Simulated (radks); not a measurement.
Q: Spherical quantum dot in the effective-mass picture: electrons in a well V = -V0 / (1 + exp((r - R)/a)) with V0 = 4.86, R = 9.71, a = 0.64, with a point charge +2 (a donor) at the centre, all in effective atomic units (hartree* = m*/eps^2 hartree, bohr* = eps/m* bohr), one dielectric constant everywhere. Method: non-relativistic Kohn-Sham, exchange-only LDA, spin-polarised, spherical densities; computed with a radial shooting solver with Libxc functionals. Levels are named by radial order and angular momentum (1s, 1p, 1d, 2s, ...), and open shells are averaged over m. Results are scaled to m* = 0.04 and eps = 4.9, for which hartree* = 45.33 meV and bohr* = 6.482 nm. At N = 33 the configuration is 1s2 1p6 1d10 2s2 1f(up 7, down 6). Does electron 34 go into 1f down or 1g down or 1g up?

A: Into 1f down. The total energies of the other choices lie higher by 3.44 meV (1g up), 3.66 meV (1g down).
